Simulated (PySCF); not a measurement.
A GIAO shielding run with PySCF (density fitting, non-relativistic, gas phase) on `O=P1(CC(C)=O)CCC1`, C6H11O2P:

```
{"job": {"kind": "nmr", "xc": "PBE0", "basis": "pcSseg-1"}, "charge": 0, "multiplicity": 1}
C      2.985775     0.241890    -0.605216
C      1.803505     0.747261     0.160786
O      1.527308     1.915069     0.286662
C      0.898522    -0.329008     0.703394
P     -0.338379    -0.526211    -0.659558
O      0.243355    -1.034170    -1.906126
C     -1.883600    -1.249646     0.067090
C     -2.421875     0.175130     0.310187
C     -1.456616     0.942108    -0.617685
H      3.618779    -0.370711     0.033330
H      3.560298     1.070417    -1.010384
H      2.614724    -0.384566    -1.416767
H      1.405105    -1.283029     0.845078
H      0.391406    -0.003657     1.609438
H     -1.819282    -1.891221     0.942449
H     -2.433681    -1.771757    -0.715818
H     -3.472874     0.300813     0.055550
H     -2.283664     0.472928     1.348456
H     -1.067184     1.881252    -0.233859
H     -1.876771     1.107787    -1.609739
```

Hardware: 1 thread of an x86-64 server CPU, shared host. The job also computes population analyses, field gradients, ring-centre shieldings.

Task: How large is the calculation?

Result: 78 electrons, 215 basis functions and 1135 auxiliary functions.

Task: How long does it take?

Result: 84 s of wall time, with 15 SCF cycles and 5 response iterations. Times on a shared host scatter by some tens of per cent.
